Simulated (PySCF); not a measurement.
Species: C2H8B2N2.
SMILES: `C#C[BH-]1[NH2+][BH2-][NH2+]1`

A linear-response calculation (PySCF, def2-SVPD basis, gas phase, vertical, core orbitals frozen in the response) gave these numbers; the functional is withheld.

Orbital energies (eV): HOMO-3 -10.24, HOMO-2 -9.90, HOMO-1 -9.11, HOMO -8.78, LUMO 0.74, LUMO+1 1.20, LUMO+2 1.70.

```csv
state,E (eV),f,"main configurations (H = HOMO, L = LUMO)"
S1,6.06,0.0003,"H→L+1 (50%), H→L+5 (35%)"
S2,6.40,0.0018,"H-1→L+1 (25%), H→L+4 (22%), H→L (22%)"
S3,6.51,0.0031,"H-1→L+4 (47%), H-1→L (26%), H-1→L+3 (11%)"
S4,7.01,0.056,"H→L (64%), H→L+3 (16%)"
S5,7.36,0.064,"H-1→L (52%), H-1→L+3 (38%)"
S6,7.68,0.102,"H-2→L (54%), H→L+3 (28%)"
```

Triplets (Tamm–Dancoff): T1 5.10 eV, H-1→L+5 (28%), H-1→L+1 (23%), H→L+4 (22%); T2 5.53 eV, H→L+1 (34%), H→L+5 (31%), H-1→L+4 (14%); T3 5.58 eV, H→L+4 (27%), H-1→L+5 (22%), H-1→L+1 (20%); T4 6.24 eV, H-1→L+4 (40%), H-1→L (16%), H→L+1 (15%).

Vertical ionisation energy by ΔSCF with the same functional: 9.70 eV. Mean static polarisability: 68.5 au.

Task: Name the functional.
A. PBE
B. HF
C. PBE0
D. CAM-B3LYP

Result: D. CAM-B3LYP is range-separated, 19% exact exchange at short range and 65% at long range (ω = 0.33 bohr⁻¹). In this run −ε(HOMO) = 8.78 eV differs from the ΔSCF value by -0.92 eV, and S1 differs from the orbital gap of 9.51 eV by -3.45 eV. The ratio −ε(HOMO)/IP is 0.91. Small neutral molecules mostly give 0.85 to 0.93 with CAM-B3LYP, 0.5 to 0.7 with PBE, 0.7 to 0.83 with PBE0; with Hartree–Fock the ratio is 1 or more (Koopmans' value less the relaxation energy is the ΔSCF value).

Method: PySCF, TDDFT CAM-B3LYP/def2-SVPD, vertical, gas phase, core orbitals frozen in the response. Isolated species at its PBE0-D3(BJ)/def2-SVP geometry, gas phase.
